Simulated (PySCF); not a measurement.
# Vibration and rotation of GaP

UHF-CCSD(T) constants of GaP, ³Σ⁻ (triplet), unpaired electrons π ↑↑ (Ga cc-pVDZ-PP with ECP10, P cc-pV(D+d)Z; scalar-relativistic core potentials (PySCF 2.14); masses 68.9256 and 30.9738 u):

| Item | Value |
| --- | --- |
| ωe | 282.6 cm⁻¹ |
| ωexe | 1.1 cm⁻¹ |
| Be | 0.12718 cm⁻¹ |
| αe | 0.000720 cm⁻¹ |
| De to Ga + P | 1.54 eV |

Task: What force constant and bond length do these constants imply?

Result: Reduced mass μred = 21.370 u; k = 5.8918×10⁻⁷·μred·ωe² (u, cm⁻¹, mdyn/Å) = 1.01 mdyn/Å; Re = √(16.8576/(μred·Be)) (u, cm⁻¹, Å) = 2.490 Å.

Task: Estimate the centrifugal constant D from the Kratzer relation and find the Dunham coefficient a1.

Result: D = 4Be³/ωe² = 1.03e-07 cm⁻¹; a1 = −1 − αeωe/(6Be²) = -3.10.

Correlated steps freeze 9 core orbitals. Correlated levels converge slowly with the basis: in double zeta they bind strong bonds too weakly, by up to about 1 eV, and carry superposition errors of some tenths. Spin–orbit coupling is left out. The state was picked by a PBE0 search and need not be the measured ground state.
